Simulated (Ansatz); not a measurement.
Two isomers of C2H5FO2Si: A = `CC(=O)O[SiH2]F`, B = `O=C[SiH](O)CF`.

Program: Ansatz. Geometries: PBE0-D4/def2-TZVP. ΔE: electronic, gas phase. CCSD(T)/CBS is the MP2 limit (def2-TZVPP, def2-QZVPP) plus CCSD(T) − MP2 in def2-TZVPP, frozen cores. Functionals use def2-TZVPP. B3LYP here is the variant with VWN-RPA as its local correlation; programs differ in this. Each species was taken in one conformer, which may not be the lowest.

Q: Which isomer does CCSD(T)/CBS put lower? Give the gap. (Best estimate.)

A: Computed: A, by 68.9 kcal/mol.

Q: Give E(B) − E(A) in kcal/mol with B3LYP, B2PLYP, r2SCAN-D4, B3LYP-D4, CCSD/def2-TZVPP, PBE-D4, PBE0-D4. (Best estimate.)

A: Computed: B3LYP 67.5, B2PLYP 69.5, r2SCAN-D4 70.6, B3LYP-D4 67.3, CCSD/def2-TZVPP 69.5, PBE-D4 65.4, PBE0-D4 68.1. None reverses the order clearly.

Largest T1 diagnostic: 0.014.

From PBE to PBE0 (25 % exact exchange), in def2-TZVPP and without D4, E(B) − E(A) moves by +2.7 kcal/mol. In def2-TZVPP, CCSD(T) changes the Hartree–Fock value by −3.9 kcal/mol (the triples alone add −0.2 kcal/mol) and MP2 by −1.1 kcal/mol.
